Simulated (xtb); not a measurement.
C4H10OSi, SMILES C[C@@]1([SiH3])CCO1. All values are semi-empirical tight-binding results from xtb (GFN2-xTB unless named), good for trends rather than for accurate numbers. Coordinates come from a GFN2-xTB optimisation. The structure was generated by enumeration; whether it is a known compound was not checked.

Optimised geometry:

Bond lengths (Å): C1–C2 1.517, C1–H7 1.088, C1–H8 1.090, C1–H9 1.087, C2–Si3 1.910, C2–C4 1.539, C2–O6 1.459, Si3–H10 1.463, Si3–H11 1.459, Si3–H12 1.466, C4–C5 1.526, C4–H13 1.089, C4–H14 1.088, C5–O6 1.422, C5–H15 1.095, C5–H16 1.095. Angles (°): C2–C1–H7 109.6, C2–C1–H8 110.7, C2–C1–H9 110.1, H7–C1–H8 109.1, H7–C1–H9 109.0, H8–C1–H9 108.3, C1–C2–Si3 114.9, C1–C2–C4 114.7, C1–C2–O6 111.8, Si3–C2–C4 115.9, Si3–C2–O6 105.9, C4–C2–O6 90.4, C2–Si3–H10 107.6, C2–Si3–H11 107.8, C2–Si3–H12 108.7, H10–Si3–H11 110.9, H10–Si3–H12 110.0, H11–Si3–H12 111.7, C2–C4–C5 85.1, C2–C4–H13 114.3, C2–C4–H14 116.1, C5–C4–H13 114.5, C5–C4–H14 115.7, H13–C4–H14 109.5, C4–C5–O6 92.3, C4–C5–H15 116.2, C4–C5–H16 115.1, O6–C5–H15 111.7, O6–C5–H16 111.5, H15–C5–H16 109.1, C2–O6–C5 92.0.

```json
{
 "orbital_gap": "4.98 eV",
 "dipole_moment": "1.65 D",
 "zero_point_energy": "79.3 kcal/mol",
 "G − E(el) at 298.15 K (modified RRHO)": "59.2 kcal/mol",
 "static polarisability (D4 model)": "79.2 bohr³",
 "solvation energy, GFN2-xTB/ALPB(water)": "-1.0 kcal/mol",
 "solvation energy, GFN2-xTB/ALPB(thf)": "-5.4 kcal/mol"
}
```

Computed atomic charges and the Wiberg bond orders between heavy atoms:
charges (e) C1 -0.11, C2 0.03, Si3 0.45, C4 -0.07, C5 0.09, O6 -0.36, H7 0.03, H8 0.04, H9 0.04, H10 -0.08, H11 -0.08, H12 -0.09, H13 0.03, H14 0.02, H15 0.03, H16 0.02. Bond orders C1–C2 1.02, C2–Si3 0.83, C2–C4 1.00, C4–C5 1.01, C2–O6 0.95, C5–O6 0.98.
